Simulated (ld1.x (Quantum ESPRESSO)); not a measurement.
Al (Z = 13), RRKJ: configuration errors across variants

aluminium (Al), norm-conserving RRKJ (Kleinman–Bylander form), made with ld1.x (Quantum ESPRESSO) 7.5 (PBE, scalar-relativistic). Core [He], reference 2s2 2p6 3s1.5 3p1.5. Waves: 2p (bound): rc 0.75 bohr; 3d channel at 0.5 Ry: rc 0.70 bohr; 2s (bound): rc 0.50 bohr. Local part: the s channel. Core correction: none.

Occupied shells without a wave of their own: 3p, 3s. They enter only through the test configuration that unscreens the potential.

All-electron excitation energies from the reference (eV): (1) 2s2 2p6 3s2 3p1 -2.546; (2) 2s2 2p6 3s2 3p0 3.215; (3) 2s2 2p6 3s1 3p0 22.441; (4) 2s2 2p5 3s2 3p1 80.268; (5) 2s2 2p6 3s1 3p2 2.593; (6) 2s2 2p6 3s0 3p3 7.905; (7) 2s1 2p6 3s2 3p1 118.165.

On the changes marked as counting shells twice: ld1.x takes every shell without a wave as core, so the model core holds the marked electrons as well and exchange and correlation see them twice. This cancels in the reference configuration, but the file is broken for other ones, and its errors say nothing about a proper core correction.

5 further variants failed, have other tests or too few solved ones, and are left out.

Errors AE − PS in meV (a dash: test not solved or not reliable):

```tsv
change	(1)	(2)	(3)	(4)	(5)	(6)	(7)	bound ghosts
base	+15	+48	+52	+97	-17	-55	-26	none
core correction a·sin(br)/r model core inside 0.36 bohr (3p, 3s counted twice)	+11	-142	-652	-90	-21	-91	-208	none
wave 3d channel at 0.5 Ry: rc 0.70 bohr becomes 3d channel at -0.04 Ry: rc 0.70 bohr	+15	+48	+52	+97	-17	-55	-26	none
wave 2s (bound): rc 0.50 bohr becomes 2s (bound): rc 0.52 bohr	+16	+48	+50	+100	-17	-57	-24	none
wave 2p (bound): rc 0.75 bohr becomes 2p (bound): rc 0.54 bohr	+9.2	+20	+8.4	+25	-10.0	-32	+18	none
```

Question: Give the same row for: wave 2p (bound): rc 0.75 bohr becomes 2p (bound): rc 0.78 bohr.

Answer: +17, +58, +69, +123, -19, -64, -41; bound ghosts: none.
